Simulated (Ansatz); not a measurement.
# How methods differ on InNH3Cl (SMILES [NH2][InH][Cl])

InNH3Cl has 6 atoms, charge 0, and is taken as a singlet. As SMILES, `[NH2][InH][Cl]`. The shape was relaxed beforehand at B3LYP/def2-SVP.

Each level gives the adiabatic ionisation energy (to the doublet cation, shapes relaxed at B3LYP/def2-SVP, no zero-point term) (eV). The values are calculated.

```csv
level,kind,program,value (eV),CPU time (all runs)
HF/def2-TZVP (core potential),Hartree–Fock,Ansatz,7.41,12 s
PBE/def2-TZVP (core potential),GGA,Ansatz,8.96,10 s
B3LYP/def2-TZVP (core potential),global hybrid,Ansatz,8.96,12 s
wB97M-V/def2-TZVP (core potential),range-separated hybrid,Ansatz,8.99,40 s
MP2/def2-TZVP (core potential),perturbation theory,Ansatz,9.09,13 s
```

Spin-orbit coupling is left out. The values span 7.41 to 9.09 eV. In the correlated wave-function rows the outer d shell of In is correlated, in sets not made for it. In so small a basis fixed costs decide the times, and correlated methods can beat functionals. CPU times are rough (shared hosts, several kinds of processor and program).
